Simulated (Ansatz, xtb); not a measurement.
# Ranking isomers of AlBGeH4

3 gas-phase structures of AlBGeH4, found in a search over its isomers (lower ones may exist). Each was relaxed with GFN2-xTB; where two conformers were screened, the lower at r2SCAN-D4/def2-SVP is listed:

A. a singlet given by its coordinates
B. a singlet given by its coordinates
C. `[BH2][Ge][AlH2]`, a triplet

B (Å):

```xyz
7

Al   -0.6806    1.5509    2.4624
B    -1.5066    0.9568    0.5322
Ge   -2.6212    0.1836    2.0516
H    -0.3887    0.5876    0.2926
H    -1.9717    1.6225   -0.3269
H     0.2411    2.6728    3.0916
H    -0.5690   -0.0422    2.9874
```

Close contacts (Å): Al1–B2 2.18, Al1–Ge3 2.41, B2–Ge3 2.04, Al1–H6 1.58, Al1–H7 1.68, B2–H4 1.20, B2–H5 1.18.

A (Å):

```xyz
7

Al   -0.7447    0.2926    0.0705
B     1.1016   -0.5856   -0.5823
Ge    1.3982    0.8467    0.9500
H     0.7227    2.0101   -0.1278
H     1.2342   -1.7416   -0.3569
H    -2.3462    0.1561   -0.0189
H     0.9938   -0.3454   -1.7442
```

Close contacts (Å): Al1–B2 2.15, Al1–Ge3 2.38, B2–Ge3 2.12, Al1–H6 1.61, B2–H5 1.19, B2–H7 1.19, Ge3–H4 1.72.

Which do you expect lowest at r2SCAN-D4/def2-SVP, and how would the others follow?

Calculated order at r2SCAN-D4/def2-SVP: B (0.000), A (0.441), C (0.845) eV.

Energies above the lowest of each column, in eV (a dash: not run or not comparable):

```tsv
structure	GFN2-xTB	HF/STO-3G	r2SCAN-D4/def2-SVP
B	0.000	1.382	0.000
A	0.018	1.862	0.441
C	–	0.000	0.845
```

r2SCAN-D4/def2-SVP puts B lowest; HF/STO-3G picks C. Some further structures that were screened fall inside this span and aren't listed. Flexible structures stand in one conformer each, not always the lowest. No reliable frequencies are at hand for these structures. GFN2-xTB has no spin polarisation and isn't compared across spin states. Open shells are spin-unrestricted.

Programs: Ansatz 0.2.0, xtb 6.7.1.
